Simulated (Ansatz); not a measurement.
The cluster Ag₃⁻, relaxed as a singlet with RKS PBE-D4/def2-TZVPD in Ansatz, starting from the GFN2-xTB geometry. Force threshold 0.02 eV/Å.

In the def2 sets Ag takes a core potential; there is no spin–orbit coupling. The relaxation made no stability test and no search for a lower SCF solution. The structure comes from a short search, and lower isomers may exist.

Start:

```xyz
3

Ag   -1.603   -0.822   -1.947
Ag    1.601    0.831    1.942
Ag    0.001   -0.010    0.004
```

```
step  energy (eV)  largest force component (eV/Å)  SCF passes
   1  -12003.9099                           0.024          16
   2  -12003.9100                           0.007          18
```

Force components are those of the run's own axes.

End:

```xyz
3

Ag   -1.604   -0.824   -1.948
Ag    1.604    0.831    1.945
Ag    0.001   -0.008    0.003
```

By distances, no bond broke or formed. The bond that changes most is Ag2–Ag3, from 2.65 to 2.65 Å (atoms count from 1).

No frequencies were taken in this run, so the end may be a saddle point.

It took 1.6 s on 4 threads of Arm Neoverse V2 on a shared host.
